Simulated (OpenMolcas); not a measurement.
**Ho3+ in Cs2NaYF6: curves along the breathing mode**

Ho3+ with its 6 nearest fluoride ions, on the Y site of Cs2NaYF6 (a = 9.075 Å, distance in the model lattice 2.178 Å). The rest of the host is ab initio model potentials to 7.6 Å, with orthogonalisation functions on the cations behind the ligands, and point charges beyond; the distance is set by hand and nothing relaxes. Ligand basis ANO-RCC-VDZP.

| Quantity | Value |
| --- | --- |
| Program | OpenMolcas 26.06 |
| Method | CASSCF |
| Basis | ANO-RCC-VDZP [7s6p4d2f1g] |
| Scalar Hamiltonian | DKH2, point nucleus |
| Active space | 10 electrons in 7 orbitals (4f) |
| State averaging | 2S+1 = 5 even, 35 roots (30 in the spin-orbit step); 2S+1 = 3 even, 103 roots kept (CI in the orbitals of an earlier block); 2S+1 = 1 even, 31 roots kept (CI in the orbitals of an earlier block) |
| Spin-orbit coupling | RASSI with atomic mean-field integrals over the reference wave functions |

Spin-free energies (labels of O, the rotations of Oh) in cm-1 above the lowest fitted minimum, as all ligands move together:

```tsv
R (Å)	5A2	5T2	5E	5T1	5A1	5T2(2)	5T1(2)
2.054	6360	6570	6740	7140	7190	7250	24300
2.103	1920	2100	2230	2590	2630	2670	19830
2.151	130	280	400	700	740	770	18010
2.199	460	590	690	960	990	1020	18320
2.248	2650	2760	2840	3080	3110	3130	20490
2.296	6350	6440	6510	6720	6750	6760	24180
2.345	11510	11590	11650	11840	11870	11870	29330
```

Cubic fits give the following; the wavenumber is harmonic, with the mass of all moving ligands, small differences in it between states hang on the degree of the fit, a number in brackets counts states of one label, and the table is a selection of at most 14 states with clean curves.

| State | R0 (Å) | Breathing mode (cm-1) | Minimum (cm-1) |
| --- | --- | --- | --- |
| 5A2 | 2.167 | 512 | 0 |
| 5T2 | 2.168 | 512 | 140 |
| 5E | 2.168 | 512 | 250 |
| 5T1 | 2.169 | 512 | 550 |
| 5A1 | 2.169 | 512 | 580 |
| 5T2(2) | 2.170 | 512 | 610 |
| 5T1(2) | 2.168 | 512 | 17880 |
| 5A1(2) | 2.168 | 512 | 18050 |
| 5T2(3) | 2.169 | 512 | 18150 |
| 5A2(2) | 2.169 | 513 | 18320 |
| 3T1 | 2.168 | 512 | 21380 |
| 3T2 | 2.168 | 512 | 21380 |
| 3T1(2) | 2.169 | 512 | 21460 |
| 3T1(3) | 2.168 | 512 | 27130 |

For an f ion spin-orbit coupling outweighs the ligand field, so these spin-free curves are not those of observable levels.

High states are left out of the spin-orbit mixing, which shifts the levels that they would mix with. Without dynamic correlation the ligand-field splitting of an f shell can come out too small, at times by half. A group larger than the point group allows holds several states that coincide in this model. No measured value stands beside these numbers.
